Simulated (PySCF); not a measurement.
AlClFI, SMILES [F][Al]([Cl])[I].

Coordinates come from a B3LYP-D3(BJ)/def2-SVP optimisation. The def2 effective core potentials stand for the cores of I; spin–orbit coupling is left out.

These are TDDFT-B3LYP/def2-SVPD (PySCF) values and carry that method's errors.

Vertical excitations. The molecule is in vacuum. State labels are in the subgroup Cs.

Computed excitation energies, oscillator strengths and character:
```
state  symmetry  energy (eV)  λ (nm)      f                            main pairs
-----  --------  -----------  ------  -----  ------------------------------------
S1           A'         5.02     247  0.015                       HOMO→LUMO 100 %
S2           A"         5.19     239  0.022                      HOMO−1→LUMO 99 %
S3           A"         5.50     225  0.000                     HOMO→LUMO+1 100 %
S4           A'         5.95     208  0.027                    HOMO−1→LUMO+1 88 %
S5           A'         6.54     190  0.066                      HOMO−2→LUMO 84 %
S6           A"         6.71     185  0.025                      HOMO−3→LUMO 97 %
S7           A"         6.93     179  0.004                    HOMO−2→LUMO+1 97 %
S8           A'         7.22     172  0.159    HOMO−4→LUMO 62 %, HOMO→LUMO+4 18 %
S9           A'         7.44     167  0.052  HOMO→LUMO+2 80 %, HOMO−3→LUMO+1 14 %
S10          A"         7.45     166  0.000                    HOMO−4→LUMO+1 89 %
T1           A'         4.72     262      0                        HOMO→LUMO 98 %
T2           A"         4.86     255      0                      HOMO−1→LUMO 98 %
T3           A'         5.37     231      0                    HOMO−1→LUMO+1 96 %
T4           A"         5.39     230      0                      HOMO→LUMO+1 99 %
```
Triplets are in the Tamm–Dancoff approximation, which puts them higher than full response would, so one can lie above its singlet here.
